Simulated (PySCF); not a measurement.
# Tc+ (technetium, charge +1) across methods

[Kr] 4d5 5p1, high-spin 7P determinant (an excited configuration). All numbers are calculated (PySCF 2.14, a scalar-relativistic core potential, in aug-cc-pwCVDZ-PP with ECP28MDF (6s6p5d3f, 70 functions)).

```
   method  E (hartree)  mean ε 4p β (eV)  mean ε 4d α (eV)  mean ε 5p α (eV)  Σ⟨r²⟩ (bohr²)    ⟨S²⟩
   r2SCAN     -80.0486           -52.372           -16.740            -8.192          43.61  12.000
     PBE0     -80.0040           -54.083           -18.115            -8.648          43.97  12.000
     BLYP     -79.9570           -51.731           -16.049            -7.900          44.04  12.000
      LDA     -79.8079           -51.797           -16.447            -8.242          43.83  12.000
      PBE     -80.0112           -51.759           -16.365            -8.113          43.92  12.000
    B3LYP     -80.0223           -53.760           -17.620            -8.487          44.02  12.000
CAM-B3LYP     -79.9515           -55.616           -19.371            -9.476          44.03  12.000
     MN15     -79.8241           -54.923           -18.617            -8.949          44.36  12.001
```

Q: Estimate the same row for UHF.

A: E (hartree) = -79.48136; mean ε 4p β (eV) = -59.765; mean ε 4d α (eV) = -22.761; mean ε 5p α (eV) = -9.894; Σ⟨r²⟩ (bohr²) = 44.98; ⟨S²⟩ = 12.001.

Energies and moments cover only the electrons outside the core potential.
